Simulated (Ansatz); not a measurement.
Consider the ligand exchange at a B–C bond: `FBC(F)Cl` + `[OH][GeH3]` → `FB[O][GeH3]` + `FCCl`.

Isolated molecules relaxed with PBE0-D4/def2-TZVP in Ansatz; ΔE leaves out vibrations. CCSD(T)/CBS is the MP2 limit (def2-TZVPP, def2-QZVPP) plus CCSD(T) − MP2 in def2-TZVPP, frozen cores. This one scheme is used for every species. DFT in def2-TZVPP. For Ge outer-core shells are correlated without core-valence functions, which leaves a few kJ/mol of doubt a bond. Scalar relativity is left out up to krypton. One conformer a species, not always the lowest.

Task: Is it downhill or uphill in electronic energy at CCSD(T)/CBS, and by how much? (An estimate is asked.)

Result: The calculation gave: Downhill: ΔE = -38.3 kcal/mol.

Task: What do these levels give: r2SCAN-D4, PBE0-D4, PBE-QIDH, revPBE, BLYP, r2SCAN0, LC-ωPBE, HF/def2-SVP, HF/def2-TZVPP, HF/def2-QZVPP, HF/CBS(def2), MP2/CBS(def2)? (An estimate is asked.)

Result: Ansatz gave: r2SCAN-D4 -37.6, PBE0-D4 -37.3, PBE-QIDH -38.8, revPBE -35.7, BLYP -37.5, r2SCAN0 -38.7, LC-ωPBE -38.4, HF/def2-SVP -43.1, HF/def2-TZVPP -42.3, HF/def2-QZVPP -42.6, HF/CBS(def2) -42.6, MP2/CBS(def2) -38.7 kcal/mol.

Largest T1 diagnostic among the species: 0.013.

From r2SCAN to r2SCAN0 (25 % exact exchange), in def2-TZVPP and without D4, ΔE moves by −1.0 kcal/mol. Leaving LDA and LC-ωPBE aside and taking each functional with its dispersion term where it has one, the values, not all of them listed here, spread over 5.1 kcal/mol, from BHLYP-D4 to revPBE-D4. LDA lies −0.8 kcal/mol from PBE without D4.
